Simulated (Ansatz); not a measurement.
Ansatz (a first-principles code) input (B3LYP-D3(BJ)/def2-TZVP):

Ansatz 0.2 input:
```yaml
crystal:
  periodic: [false, false, false]
  atoms:
    - {symbol: C, position_ang: [1.75265163, -0.06098923, 0.32714101]}
    - {symbol: C, position_ang: [0.55630333, -0.25283133, -0.04521846]}
    - {symbol: C, position_ang: [-0.75649591, -0.45359053, -0.02533958]}
    - {symbol: O, position_ang: [-1.72730386, 0.65232795, 0.03839563]}
    - {symbol: H, position_ang: [2.59088440, 0.13481266, -0.35373581]}
    - {symbol: H, position_ang: [-1.27575458, -1.39633317, -0.14819525]}
    - {symbol: H, position_ang: [-1.17594198, 1.41590883, 0.22937203]}
basis:
  gaussian:
    orbitals: def2-TZVP
hamiltonian:
  xc: b3lyp
  dispersion: d3bj
total_charge: -1
relax: {f_tol: 0.002, max_steps: 150}
```

Output:

```
Functional definition: B3LYP
integrals: 0.04 GiB planned
823 factors; their error is unknown
mean field: 0.48 GiB planned
mean field evaluation 1: about -5200.6454 eV, gradient 4.5e1 eV
mean field evaluation 2: about -5188.4110 eV, gradient 7.4e1 eV
mean field evaluation 4: about -5206.0450 eV, gradient 7.4e0 eV
mean field evaluation 8: about -5206.1785 eV, gradient 1.7e-1 eV
mean field evaluation 16: about -5206.1798 eV, gradient 2.0e-4 eV
mean field -5206.17976647 eV, -191.3235775423 hartree, gradient 4.1e-5 eV, S^2 0.000000; 0 other end points of the search recorded, 0 dependent functions left out
the calculation of the forces begins
reference -5206.17998535 eV, -191.3235855860 hartree; 15, 15 occupied and 127, 127 virtual orbitals, 823 factors
relax step   1: F+E_penalty+E_count = -5206.35976381 eV  Δ(F+E_penalty+E_count) = +0.000e0 eV  max|allowed force component| = 1.752e0 eV/Å  Δτ_max = 0.0000 Å  (29 SCF iters, accepted)
these checks for a lower state are left out or cut short: starts, cluster_reference, orbital_swaps, neighbouring_geometries, increment
integrals: 0.04 GiB planned
823 factors; their error is unknown
mean field: 0.48 GiB planned
mean field -5206.23972508 eV, -191.3257809806 hartree, gradient 1.7e-5 eV, S^2 0.000000; 0 other end points of the search recorded, 0 dependent functions left out
the calculation of the forces begins
reference -5206.23994405 eV, -191.3257890276 hartree; 15, 15 occupied and 127, 127 virtual orbitals, 823 factors
relax step   2: F+E_penalty+E_count = -5206.41937283 eV  Δ(F+E_penalty+E_count) = -5.961e-2 eV  max|allowed force component| = 5.204e-1 eV/Å  Δτ_max = 0.0451 Å  (33 SCF iters, accepted)
these checks for a lower state are left out or cut short: starts, cluster_reference, orbital_swaps, neighbouring_geometries, increment
integrals: 0.04 GiB planned
823 factors; their error is unknown
mean field: 0.48 GiB planned
mean field evaluation 32: about -5206.1682 eV, gradient 2.0e-5 eV
mean field -5206.16818056 eV, -191.3231517679 hartree, gradient 2.0e-5 eV, S^2 0.000000; 0 other end points of the search recorded, 0 dependent functions left out
the calculation of the forces begins
reference -5206.16839335 eV, -191.3231595881 hartree; 15, 15 occupied and 127, 127 virtual orbitals, 823 factors
relax step   3: F+E_penalty+E_count = -5206.34760143 eV  Δ(F+E_penalty+E_count) = +7.177e-2 eV  max|allowed force component| = 9.349e-1 eV/Å  Δτ_max = 0.1728 Å  (39 SCF iters, rejected (line search))
these checks for a lower state are left out or cut short: starts, cluster_reference, orbital_swaps, neighbouring_geometries, increment
integrals: 0.04 GiB planned
823 factors; their error is unknown
mean field: 0.48 GiB planned
mean field -5206.27705460 eV, -191.3271528153 hartree, gradient 1.8e-5 eV, S^2 0.000000; 0 other end points of the search recorded, 0 dependent functions left out
the calculation of the forces begins
reference -5206.27727103 eV, -191.3271607688 hartree; 15, 15 occupied and 127, 127 virtual orbitals, 823 factors
relax step   4: F+E_penalty+E_count = -5206.45679570 eV  Δ(F+E_penalty+E_count) = -3.742e-2 eV  max|allowed force component| = 4.124e-1 eV/Å  Δτ_max = 0.0848 Å  (33 SCF iters, accepted)
these checks for a lower state are left out or cut short: starts, cluster_reference, orbital_swaps, neighbouring_geometries, increment
integrals: 0.04 GiB planned
823 factors; their error is unknown
mean field: 0.48 GiB planned
mean field -5206.28850418 eV, -191.3275735794 hartree, gradient 2.3e-5 eV, S^2 0.000000; 0 other end points of the search recorded, 0 dependent functions left out
the calculation of the forces begins
reference -5206.28872303 eV, -191.3275816219 hartree; 15, 15 occupied and 127, 127 virtual orbitals, 823 factors
relax step   5: F+E_penalty+E_count = -5206.46875440 eV  Δ(F+E_penalty+E_count) = -1.196e-2 eV  max|allowed force component| = 2.871e-1 eV/Å  Δτ_max = 0.0637 Å  (32 SCF iters, accepted)
these checks for a lower state are left out or cut short: starts, cluster_reference, orbital_swaps, neighbouring_geometries, increment
integrals: 0.04 GiB planned
823 factors; their error is unknown
mean field: 0.48 GiB planned
[...]
integrals: 0.04 GiB planned
823 factors; their error is unknown
mean field: 0.48 GiB planned
mean field -5206.29709069 eV, -191.3278891280 hartree, gradient 1.8e-5 eV, S^2 0.000000; 0 other end points of the search recorded, 0 dependent functions left out
the calculation of the forces begins
reference -5206.29730850 eV, -191.3278971324 hartree; 15, 15 occupied and 127, 127 virtual orbitals, 823 factors
relax step   9: F+E_penalty+E_count = -5206.47732307 eV  Δ(F+E_penalty+E_count) = -2.523e-4 eV  max|allowed force component| = 5.838e-2 eV/Å  Δτ_max = 0.0083 Å  (35 SCF iters, accepted)
these checks for a lower state are left out or cut short: starts, cluster_reference, orbital_swaps, neighbouring_geometries, increment
integrals: 0.04 GiB planned
823 factors; their error is unknown
mean field: 0.48 GiB planned
mean field -5206.29731449 eV, -191.3278973525 hartree, gradient 1.8e-5 eV, S^2 0.000000; 0 other end points of the search recorded, 0 dependent functions left out
the calculation of the forces begins
reference -5206.29753237 eV, -191.3279053595 hartree; 15, 15 occupied and 127, 127 virtual orbitals, 823 factors
relax step  10: F+E_penalty+E_count = -5206.47751864 eV  Δ(F+E_penalty+E_count) = -1.956e-4 eV  max|allowed force component| = 4.487e-2 eV/Å  Δτ_max = 0.0049 Å  (35 SCF iters, accepted)
these checks for a lower state are left out or cut short: starts, cluster_reference, orbital_swaps, neighbouring_geometries, increment
integrals: 0.04 GiB planned
823 factors; their error is unknown
mean field: 0.48 GiB planned
mean field -5206.29745602 eV, -191.3279025535 hartree, gradient 1.8e-5 eV, S^2 0.000000; 0 other end points of the search recorded, 0 dependent functions left out
the calculation of the forces begins
reference -5206.29767384 eV, -191.3279105585 hartree; 15, 15 occupied and 127, 127 virtual orbitals, 823 factors
relax step  11: F+E_penalty+E_count = -5206.47763909 eV  Δ(F+E_penalty+E_count) = -1.204e-4 eV  max|allowed force component| = 2.621e-2 eV/Å  Δτ_max = 0.0041 Å  (35 SCF iters, accepted)
these checks for a lower state are left out or cut short: starts, cluster_reference, orbital_swaps, neighbouring_geometries, increment
integrals: 0.04 GiB planned
823 factors; their error is unknown
mean field: 0.48 GiB planned
mean field evaluation 96: about -5206.2976 eV, gradient 1.9e-5 eV
mean field -5206.29764306 eV, -191.3279094270 hartree, gradient 1.9e-5 eV, S^2 0.000000; 0 other end points of the search recorded, 0 dependent functions left out
the calculation of the forces begins
reference -5206.29786076 eV, -191.3279174277 hartree; 15, 15 occupied and 127, 127 virtual orbitals, 823 factors
relax step  12: F+E_penalty+E_count = -5206.47782388 eV  Δ(F+E_penalty+E_count) = -1.848e-4 eV  max|allowed force component| = 2.916e-2 eV/Å  Δτ_max = 0.0108 Å  (34 SCF iters, accepted)
these checks for a lower state are left out or cut short: starts, cluster_reference, orbital_swaps, neighbouring_geometries, increment
integrals: 0.04 GiB planned
823 factors; their error is unknown
mean field: 0.48 GiB planned
mean field -5206.29768830 eV, -191.3279110899 hartree, gradient 1.8e-5 eV, S^2 0.000000; 0 other end points of the search recorded, 0 dependent functions left out
the calculation of the forces begins
reference -5206.29790586 eV, -191.3279190848 hartree; 15, 15 occupied and 127, 127 virtual orbitals, 823 factors
relax step  13: F+E_penalty+E_count = -5206.47786955 eV  Δ(F+E_penalty+E_count) = -4.567e-5 eV  max|allowed force component| = 3.868e-2 eV/Å  Δτ_max = 0.0080 Å  (34 SCF iters, accepted)
these checks for a lower state are left out or cut short: starts, cluster_reference, orbital_swaps, neighbouring_geometries, increment
integrals: 0.04 GiB planned
823 factors; their error is unknown
mean field: 0.48 GiB planned
mean field -5206.29770944 eV, -191.3279118665 hartree, gradient 1.8e-5 eV, S^2 0.000000; 0 other end points of the search recorded, 0 dependent functions left out
the calculation of the forces begins
reference -5206.29792702 eV, -191.3279198625 hartree; 15, 15 occupied and 127, 127 virtual orbitals, 823 factors
relax step  14: F+E_penalty+E_count = -5206.47792248 eV  Δ(F+E_penalty+E_count) = -5.292e-5 eV  max|allowed force component| = 2.027e-2 eV/Å  Δτ_max = 0.0023 Å  (35 SCF iters, accepted)
these checks for a lower state are left out or cut short: starts, cluster_reference, orbital_swaps, neighbouring_geometries, increment
integrals: 0.04 GiB planned
823 factors; their error is unknown
mean field: 0.48 GiB planned
mean field -5206.29771982 eV, -191.3279122481 hartree, gradient 1.8e-5 eV, S^2 0.000000; 0 other end points of the search recorded, 0 dependent functions left out
the calculation of the forces begins
reference -5206.29793741 eV, -191.3279202444 hartree; 15, 15 occupied and 127, 127 virtual orbitals, 823 factors
relax step  15: F+E_penalty+E_count = -5206.47793994 eV  Δ(F+E_penalty+E_count) = -1.746e-5 eV  max|allowed force component| = 1.391e-2 eV/Å  Δτ_max = 0.0016 Å  (35 SCF iters, accepted)
these checks for a lower state are left out or cut short: starts, cluster_reference, orbital_swaps, neighbouring_geometries, increment
integrals: 0.04 GiB planned
823 factors; their error is unknown
mean field: 0.48 GiB planned
mean field -5206.29771642 eV, -191.3279121232 hartree, gradient 1.8e-5 eV, S^2 0.000000; 0 other end points of the search recorded, 0 dependent functions left out
the calculation of the forces begins
reference -5206.29793404 eV, -191.3279201205 hartree; 15, 15 occupied and 127, 127 virtual orbitals, 823 factors
relax step  16: F+E_penalty+E_count = -5206.47795687 eV  Δ(F+E_penalty+E_count) = -1.694e-5 eV  max|allowed force component| = 4.638e-3 eV/Å  Δτ_max = 0.0031 Å  (35 SCF iters, accepted)
these checks for a lower state are left out or cut short: starts, cluster_reference, orbital_swaps, neighbouring_geometries, increment
integrals: 0.04 GiB planned
823 factors; their error is unknown
mean field: 0.48 GiB planned
mean field evaluation 128: about -5206.2977 eV, gradient 2.1e-4 eV
mean field -5206.29768840 eV, -191.3279110934 hartree, gradient 1.8e-5 eV, S^2 0.000000; 0 other end points of the search recorded, 0 dependent functions left out
the calculation of the forces begins
reference -5206.29790596 eV, -191.3279190886 hartree; 15, 15 occupied and 127, 127 virtual orbitals, 823 factors
relax step  17: F+E_penalty+E_count = -5206.47793795 eV  Δ(F+E_penalty+E_count) = +1.892e-5 eV  max|allowed force component| = 1.108e-2 eV/Å  Δτ_max = 0.0019 Å  (35 SCF iters, rejected (line search))
these checks for a lower state are left out or cut short: starts, cluster_reference, orbital_swaps, neighbouring_geometries, increment
integrals: 0.04 GiB planned
823 factors; their error is unknown
mean field: 0.48 GiB planned
mean field -5206.29771737 eV, -191.3279121579 hartree, gradient 1.8e-5 eV, S^2 0.000000; 0 other end points of the search recorded, 0 dependent functions left out
the calculation of the forces begins
reference -5206.29793498 eV, -191.3279201552 hartree; 15, 15 occupied and 127, 127 virtual orbitals, 823 factors
relax step  18: F+E_penalty+E_count = -5206.47795960 eV  Δ(F+E_penalty+E_count) = -2.730e-6 eV  max|allowed force component| = 3.009e-3 eV/Å  Δτ_max = 0.0010 Å  (35 SCF iters, accepted)
these checks for a lower state are left out or cut short: starts, cluster_reference, orbital_swaps, neighbouring_geometries, increment
integrals: 0.04 GiB planned
823 factors; their error is unknown
mean field: 0.48 GiB planned
mean field -5206.29771326 eV, -191.3279120070 hartree, gradient 1.8e-5 eV, S^2 0.000000; 0 other end points of the search recorded, 0 dependent functions left out
the calculation of the forces begins
reference -5206.29793088 eV, -191.3279200043 hartree; 15, 15 occupied and 127, 127 virtual orbitals, 823 factors
relax step  19: F+E_penalty+E_count = -5206.47796129 eV  Δ(F+E_penalty+E_count) = -1.689e-6 eV  max|allowed force component| = 2.889e-3 eV/Å  Δτ_max = 0.0013 Å  (35 SCF iters, accepted)
these checks for a lower state are left out or cut short: starts, cluster_reference, orbital_swaps, neighbouring_geometries, increment
integrals: 0.04 GiB planned
823 factors; their error is unknown
mean field: 0.48 GiB planned
mean field -5206.29771078 eV, -191.3279119160 hartree, gradient 1.8e-5 eV, S^2 0.000000; 0 other end points of the search recorded, 0 dependent functions left out
the calculation of the forces begins
reference -5206.29792840 eV, -191.3279199133 hartree; 15, 15 occupied and 127, 127 virtual orbitals, 823 factors
relax step  20: F+E_penalty+E_count = -5206.47796151 eV  Δ(F+E_penalty+E_count) = -2.235e-7 eV  max|allowed force component| = 1.271e-3 eV/Å  Δτ_max = 0.0003 Å  (35 SCF iters, accepted)
integrals: 0.04 GiB planned
823 factors; their error is unknown
mean field: 0.48 GiB planned
mean field evaluation 160: about -5200.8481 eV, gradient 4.5e1 eV
mean field -5206.29771078 eV, -191.3279119160 hartree, gradient 1.8e-5 eV, S^2 0.000000; 1 other end points of the search recorded, 0 dependent functions left out
the calculation of the forces begins
reference -5206.29792840 eV, -191.3279199133 hartree; 15, 15 occupied and 127, 127 virtual orbitals, 823 factors
Total energy: -5206.47817913 eV, -191.3345440055 hartree
Atom 0 at     1.802285    -0.053501     0.394691 Å, force     0.000335    -0.000085     0.000060 eV/Å
Atom 1 at     0.561573    -0.265595     0.089910 Å, force    -0.000815     0.000232    -0.000168 eV/Å
Atom 2 at    -0.744739    -0.439821    -0.057336 Å, force     0.001271    -0.000143     0.000395 eV/Å
Atom 3 at    -1.690793     0.651487    -0.043487 Å, force    -0.000221     0.000828     0.000025 eV/Å
Atom 4 at     2.471253     0.127795    -0.462682 Å, force    -0.000103     0.000022     0.000002 eV/Å
Atom 5 at    -1.260648    -1.382998    -0.170770 Å, force    -0.000330    -0.000076    -0.000111 eV/Å
Atom 6 at    -1.174588     1.401939     0.272094 Å, force    -0.000137    -0.000778    -0.000204 eV/Å
Dipole moment:    -0.690036     0.193751    -0.295646 e Å
```

It need not be the lowest isomer of its formula. Whether it binds its extra electron was not tested at this geometry.
